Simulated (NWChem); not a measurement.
System: InH2Br; SMILES [Br][InH2]

```xyz
4

In     0.0000     0.0000    -1.0035
H      0.0000     1.5777    -1.6786
H      0.0000    -1.5777    -1.6786
Br     0.0000     0.0000     1.5008
```
Atoms are numbered in this order, from 1.

Computed with NWChem. Geometry: optimised at PBE0/def2-SVP. Not confirmed as a minimum by frequencies. def2 effective core potentials on In; no spin-orbit coupling. Ions are spin-unrestricted doublets at the neutral geometry; other ion states weren't tried.

### Question
What does the run give for PBE0/def2-SVP? Quantities: vertical ionisation energy, ΔSCF (eV); −ε(HOMO) (eV).

### Answer
| Item | Value |
|---|---|
| vertical ionisation energy, ΔSCF (eV) | 10.01 |
| −ε(HOMO) (eV) | 7.69 |
